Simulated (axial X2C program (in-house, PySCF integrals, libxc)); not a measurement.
## What spin–orbit coupling does to RhH

Calculated with an axial X2C code built on PySCF integrals. Spin-free means the one-electron spin-free X2C Hamiltonian; two-component (2c) means X2C with spin–orbit coupling and atomic mean-field two-electron Coulomb and Gaunt terms, so the difference of the two also holds small scalar two-electron terms. Basis: Rh dyall-cv3z [12s12p8d5f3g], H dyall-v3z [6s2p1d] (cores contracted in-house); Gaussian nuclei, density fitting, unrestricted open shells. Masses: Rh 102.906 u, H 1.008 u.

Spin-free state: M_S = 1, Λ = 2 (beyond evenly filled blocks: σα, δ+α, δ+β, δ-α); fragments Rh + H.

```csv
level,Re (Å),ωe (cm⁻¹),De (eV),μ (D)
PBE0,1.552,2008.3,2.930,-2.17
HF,1.660,1639.0,1.489,-3.71
MP2,1.517,2050.3,2.738,n/a
CCSD,1.558,1961.0,2.866,n/a
CCSD(T),1.552,1987.9,2.943,n/a
B3LYP,1.560,1986.8,3.043,-2.05
```

Correlated methods: 10 electrons correlated (number of frozen shells: Rh 4 s, 3 p, 1 d; H none), 212 virtual spin orbitals or spinors in MP2, 90 natural virtuals in coupled cluster.

Dipoles are positive if H is the positive end.

Two-component determinant lowest at the distance of the search:

Ω = 3 (⟨Sz⟩ = 0.99, ⟨Lz⟩ = 2.01 at HF); fragments Rh + H.

```
  level  Re (Å)  ωe (cm⁻¹)  μ (D)
   PBE0   1.553     2005.0  -2.17
     HF   1.661     1636.5  -3.71
    MP2   1.518     2043.0    n/a
   CCSD   1.560     1954.7    n/a
CCSD(T)   1.554     1981.5    n/a
  B3LYP   1.561     1983.2  -2.06
```

Problem. From the two tables, how do the constants change at the CCSD(T) level (2c against spin-free)?

Solution. At the CCSD(T) level Re increases by 0.002 Å and ωe goes down by 6.4 cm⁻¹.

One determinant describes the state; a PBE0 search over occupations chose it and may have missed a lower one. De is counted from the lowest determinant-based energies of the atoms at the same level, without counterpoise correction. De is not given where an atomic determinant may have missed its ground term or J level, or where the truncated virtual space spoils (T). Density functionals use the spin component along the axis (collinear). Coupled cluster ran in a truncated set of natural virtual spinors; the MP2 energy of the rest was added. (T) has no such correction and the atoms are truncated less, which lowers De at CCSD(T) by a hundredth of an eV or more. Other states lie close and PBE0, whose exact exchange favours high spin, may order them wrongly; the determinant shown need not be the ground state. The nearest other spin-free determinant of the search, M_S = 0, Λ = 0, lies 0.56 eV up at the distance of the search. Without a current term, density functionals place determinants with orbital angular momentum somewhat too high. With several unpaired electrons one determinant need not be a pure state.
